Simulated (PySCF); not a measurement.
# Dipole moment and polarisability of `F[C@@H]1CC[C@@H](F)[SiH2]1`

C4H8F2Si.
Geometry (PBE0-D3(BJ)/def2-SVP, Å), atoms numbered from 1 in this order:
```xyz
15
C4H8F2Si angstrom
F     -0.285   -1.703   -1.539
C     -0.565   -1.182   -0.276
C     -0.918    0.291   -0.423
C      0.375    1.069   -0.682
C      1.361    0.737    0.429
F      0.979    1.416    1.585
Si     1.081   -1.145    0.721
H     -1.393   -1.767    0.156
H     -1.370    0.644    0.520
H     -1.665    0.429   -1.221
H      0.211    2.157   -0.733
H      0.804    0.751   -1.648
H      2.389    1.046    0.178
H      2.111   -2.017    0.087
H      0.932   -1.455    2.172
```

Level: CAM-B3LYP/def2-SVPD (PySCF), static field, nuclei fixed, core orbitals frozen in the response. The polarisability tensor in these axes (au):

```
x   72.30 -2.13  4.33
y   -2.13 75.68 -2.83
z    4.33 -2.83 70.59
```

**Question.** Give the principal values, the mean and the anisotropy Δα = √{½[(α1 − α2)² + (α2 − α3)² + (α1 − α3)²]}.

**Answer.** Principal values 66.94, 72.39 and 79.24 au; mean 72.86 au = 10.80 Å³ = 12.01 × 10⁻⁴⁰ C²·m²/J; Δα = 10.68 au (15 % of the mean).

**Question.** What is the dipole moment?

**Answer.** 0.20 D at this geometry.

**Question.** Orientational against electronic polarisability at 500 K (dilute gas, rigid molecules)?

**Answer.** In Gaussian units μ²/3kT = 0.19 Å³ against 10.80 Å³, a ratio of 0.02; the Debye molar polarisation (4π/3)N_A(α + μ²/3kT) is 27.7 cm³/mol, leaving out the vibrational part.

**Question.** Find the Langevin capture rate constant for NH4+ (18.034 u) meeting this molecule (122.036 u), k = 2.342 × 10⁻⁹ cm³/s × √(α in Å³ / reduced mass in u).

**Answer.** The reduced mass is 15.71 u, so k = 1.94 × 10⁻⁹ cm³/s.

**Question.** Directions of the eigenvectors, and the extent of the frame along each?

**Answer.** Largest value along (-0.52, 0.70, -0.49), where the nuclei span 4.33 Å; middle along (0.61, 0.71, 0.36), 4.30 Å; least along (-0.60, 0.11, 0.79), 3.01 Å. 

Geometry: PBE0-D3(BJ)/def2-SVP, one conformer, isolated molecule.
